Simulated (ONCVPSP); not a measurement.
**F (Z = 9): ONCV pseudisation with PBE, fully relativistic reference atom.**

Input for ONCVPSP 4.0.1:

```
# ATOM AND REFERENCE CONFIGURATION
# atsym  z   nc   nv     iexc    psfile
  F 9.00    0    3        4      upf
#
#   n    l    f
    1    0    2.00
    2    0    2.00
    2    1    4.00
#
# PSEUDOPOTENTIAL AND OPTIMIZATION
# lmax
    1
#
#   l,   rc,      ep,       ncon, nbas, qcut
    0    0.40    0.00    4    8   29.60
    1    1.60    0.00    4    8    9.80
#
# LOCAL POTENTIAL
# lloc, lpopt,  rc(5),   dvloc0
    4    5    0.40   -1.00
#
# VANDERBILT-KLEINMAN-BYLANDER PROJECTORs
# l, nproj, debl
    0    2    1.30
    1    2    0.70
#
# MODEL CORE CHARGE
# icmod, fcfact, rcfact
    0    0.00    0.00
#
# LOG DERIVATIVE ANALYSIS
# epsh1, epsh2, depsh
  -12.00    5.00    0.04
#
# OUTPUT GRID
# rlmax, drl
    6.00    0.01
#
# TEST CONFIGURATIONS
# ncnf
    4
# nvcnf
#   n    l    f
    3
    1    0    2.00
    2    0    2.00
    2    1    5.00
#
    3
    1    0    2.00
    2    0    2.00
    2    1    3.00
#
    3
    1    0    2.00
    2    0    2.00
    2    1    2.00
#
    3
    1    0    2.00
    2    0    1.00
    2    1    5.00
#
```

Command:

```bash
oncvpspr.x < F.dat > F.out
```

Resulting log (shortened: citation, most of the input echo, consistency checks and plot data are left out):

```
ONCVPSP  (Optimized Norm-Conservinng Vanderbilt PSeudopotential)
relativistic version 4.0.1

#   n    l    f        energy (Ha)
    1    0    2.00    -2.5140225D+01
    2    0    2.00    -1.7414053D+00
    2    1    4.00    -1.0393542D+00    -1.0420930D+00

Reference configufation results
  iterations    23
  all-electron total energy (Ha)   -9.90318184D+01

Begin loop to  construct optimized pseudo wave functions
and semi-local pseudopoentials for all angular momenta

Calculating optimized projector #   1

 for l=   0

    Fraction of norm inside rc  0.962996
    Optimizing pswf for qcut=  29.59 a_B^-1,  ecut= 437.79 Ha
    Residual kinetic energy error=  6.93D-05 Ha

    Energy error per electron        Cutoff
         Ha          eV             Ha
         0.01000     0.27211      325.24
         0.00100     0.02721      380.35
         0.00010     0.00272      427.93
         0.00001     0.00027     1080.57

Calculating optimized projector #   2

 for l=   0

    Fraction of norm inside rc  0.047388
    Optimizing pswf for qcut=  29.59 a_B^-1,  ecut= 437.79 Ha
    Residual kinetic energy error=  4.88D-05 Ha

    Energy error per electron        Cutoff
         Ha          eV             Ha
         0.01000     0.27211      281.19
         0.00100     0.02721      357.43
         0.00010     0.00272      417.42
         0.00001     0.00027      831.60

WARNING wellstate: negative energy specified for n= 3 l=  1
WARNING scattering state with energy  0.25000000
WARNING will be used for the first projector

   Wellstate for l =  1  n =  3 kap= -2
     eigenvalue =   0.2500
     asymptotic potential =   0.7500
     half-point radius =  2.9594

Calculating optimized projector #   1

 for l=   1

    Fraction of norm inside rc  0.880972
    Optimizing pswf for qcut=   9.79 a_B^-1,  ecut=  47.89 Ha
    Residual kinetic energy error=  8.81D-08 Ha

    Energy error per electron        Cutoff
         Ha          eV             Ha
         0.01000     0.27211       24.97
         0.00100     0.02721       31.52
         0.00010     0.00272       36.75
         0.00001     0.00027       40.97

Calculating optimized projector #   2

 for l=   1

    Fraction of norm inside rc  0.120169
    Optimizing pswf for qcut=   9.79 a_B^-1,  ecut=  47.89 Ha
    Residual kinetic energy error=  2.68D-07 Ha

    Energy error per electron        Cutoff
         Ha          eV             Ha
         0.01000     0.27211       23.09
         0.00100     0.02721       30.86
         0.00010     0.00272       36.95
         0.00001     0.00027       41.72

   Wellstate for l =  1  n =  3 kap=  1
     eigenvalue =  -0.3421

Calculating optimized projector #   1

 for l=   1

    Fraction of norm inside rc  0.881669
    Optimizing pswf for qcut=   9.79 a_B^-1,  ecut=  47.89 Ha
    Residual kinetic energy error=  8.87D-08 Ha

    Energy error per electron        Cutoff
         Ha          eV             Ha
         0.01000     0.27211       24.99
         0.00100     0.02721       31.54
         0.00010     0.00272       36.76
         0.00001     0.00027       40.98

Calculating optimized projector #   2

 for l=   1

    Fraction of norm inside rc  0.120140
    Optimizing pswf for qcut=   9.79 a_B^-1,  ecut=  47.89 Ha
    Residual kinetic energy error=  2.71D-07 Ha

    Energy error per electron        Cutoff
         Ha          eV             Ha
         0.01000     0.27211       23.11
         0.00100     0.02721       30.88
         0.00010     0.00272       36.97
         0.00001     0.00027       41.73

Construct Vanderbilt / Kleinmman-Bylander projectors

B matrix Hermiticity error, ll=  0  kap= -1
   1   2    6.3459D-03

  Orthonormal projector coefficients -5.7208E+01 -1.6122E+01

B matrix Hermiticity error, ll=  1  kap= -2
   1   2    6.9705D-05

  Orthonormal projector coefficients -1.2267E+01 -2.0578E+00

B matrix Hermiticity error, ll=  1  kap=  1
   1   2    6.9865D-05

  Orthonormal projector coefficients -1.2151E+01 -2.0619E+00

 Orthonormal scalar projector coefficients, l =  1
 -1.2228E+01 -2.0592E+00 -1.3435E-05 -1.3912E-08

 Orthonormal spin-orbit projector coefficients, l =  1
 -8.3470E-02  6.8579E-03  2.2657E-03 -1.4515E-05

Pseudoatom total energy  -96.757582

Diagnostic tests using Vanderbilt-Kleinman-Bylander pseudopotentials
  relativistic with J = L +/- 1/2 projectors

   l  kap   rcore       rmatch      e in        delta e    norm test   slope test

   0  -1   0.4006165   0.4127801 -25.1402245   0.0000271   1.0006898   1.0005611
   0  -1   0.4006165   0.4127801  -1.7414053   0.0001481   1.0001484   1.0001301

   1  -2   1.6049459   1.6536755  -1.0393542  -0.0000024   1.0000531   1.0000632
   1   1   1.6049459   1.6536755  -1.0420930  -0.0000008   1.0000565   1.0000571
   1  -2   1.6049459   1.6536755   0.2500000   0.0000051   1.0001125   1.0001125
   1   1   1.6049459   1.6536755   0.2492969   0.0000061   1.0001115   1.0001115

Diagnostic tests using Vanderbilt-Kleinman-Bylander pseudopotentials
  relativistic with scalar and spin-orbit non-local projectors

   l  kap   rcore       rmatch      e in        delta e    norm test   slope test

   0  -1   0.4006165   0.4127801 -25.1402245   0.0000271   1.0006898   1.0005611
   0  -1   0.4006165   0.4127801  -1.7414053   0.0001481   1.0001484   1.0001301

   1  -2   1.6049459   1.6536755  -1.0393542   0.0000066   1.0000495   1.0000675
   1   1   1.6049459   1.6536755  -1.0420930   0.0000011   1.0000504   1.0000528
   1  -2   1.6049459   1.6536755   0.2500000   0.0000157   1.0001137   1.0001137
   1   1   1.6049459   1.6536755   0.2492969   0.0000166   1.0001135   1.0001135

Ghost test for J = L + 1/2

 Testing for bound ghosts
   n   l    E NL Schr. Eq   E Basis Diag.   E Cutoff

   1   0      -25.140197      -25.140088   1641.62
   2   0       -1.741257       -0.042854   1641.62

   2   1       -1.039357       -1.039164    117.64

 Testing for highly-localized positive-energy ghosts
       l    <radius>/rc     E Basis Diag.   E Cutoff

Ghost test for J = L - 1/2

 Testing for bound ghosts
   n   l    E NL Schr. Eq   E Basis Diag.   E Cutoff

   1   0      -25.140197      -25.140088   1641.62
   2   0       -1.741257       -0.042854   1641.62

   2   1       -1.042094       -1.041904    117.64

 Testing for highly-localized positive-energy ghosts
       l    <radius>/rc     E Basis Diag.   E Cutoff

Test configuration 0

   n   l kap    f        eae           eps        diff
   1   0  -1  2.0000  -25.14022451  -25.14019744    2.71E-05
   2   0  -1  2.0000   -1.74140527   -1.74125720    1.48E-04
   2   1  -2  2.6667   -1.03935424   -1.03935661   -2.37E-06
   2   1   1  1.3333   -1.04209300   -1.04209385   -8.41E-07

    Total energies and differences
      AE_ref= -9.90318184E+01  AE_tst= -9.90318184E+01  dif=  0.00E+00
      PS_ref= -9.67575819E+01  PS_tst= -9.67575819E+01  dif=  2.56E-13
      PSP excitation error= -2.56E-13

Test configuration 1

   n   l kap    f        eae           eps        diff
   1   0  -1  2.0000  -24.37774296  -24.39836544   -2.06E-02
   2   0  -1  2.0000   -1.09875181   -1.09684050    1.91E-03
   2   1  -2  3.3333   -0.40753137   -0.41005741   -2.53E-03
   2   1   1  1.6667   -0.40986957   -0.41243637   -2.57E-03

    Total energies and differences
      AE_ref= -9.90318184E+01  AE_tst= -9.97443889E+01  dif= -7.13E-01
      PS_ref= -9.67575819E+01  PS_tst= -9.74720956E+01  dif= -7.15E-01
      PSP excitation error=  1.94E-03

Test configuration 2

   n   l kap    f        eae           eps        diff
   1   0  -1  2.0000  -26.10060703  -26.05221719    4.84E-02
   2   0  -1  2.0000   -2.49858723   -2.49467509    3.91E-03
   2   1  -2  2.0000   -1.79969240   -1.78561260    1.41E-02
   2   1   1  1.0000   -1.80288683   -1.78871293    1.42E-02

    Total energies and differences
      AE_ref= -9.90318184E+01  AE_tst= -9.76212094E+01  dif=  1.41E+00
      PS_ref= -9.67575819E+01  PS_tst= -9.53527699E+01  dif=  1.40E+00
      PSP excitation error=  5.80E-03

Test configuration 3

   n   l kap    f        eae           eps        diff
   1   0  -1  2.0000  -27.24364828  -27.11086658    1.33E-01
   2   0  -1  2.0000   -3.35173908   -3.33416546    1.76E-02
   2   1  -2  1.3333   -2.67257586   -2.62609559    4.65E-02
   2   1   1  0.6667   -2.67628622   -2.62955271    4.67E-02

    Total energies and differences
      AE_ref= -9.90318184E+01  AE_tst= -9.53928281E+01  dif=  3.64E+00
      PS_ref= -9.67575819E+01  PS_tst= -9.31529435E+01  dif=  3.60E+00
      PSP excitation error=  3.44E-02

Test configuration 4

   n   l kap    f        eae           eps        diff
   1   0  -1  2.0000  -25.14194955  -25.21043924   -6.85E-02
   2   0  -1  1.0000   -1.74766492   -1.75405710   -6.39E-03
   2   1  -2  3.3333   -1.04391423   -1.05036744   -6.45E-03
   2   1   1  1.6667   -1.04663345   -1.05311738   -6.48E-03

    Total energies and differences
      AE_ref= -9.90318184E+01  AE_tst= -9.83298244E+01  dif=  7.02E-01
      PS_ref= -9.67575819E+01  PS_tst= -9.60556981E+01  dif=  7.02E-01
      PSP excitation error=  1.10E-04
```

The run took about 3.3 s on one core of a shared server CPU.
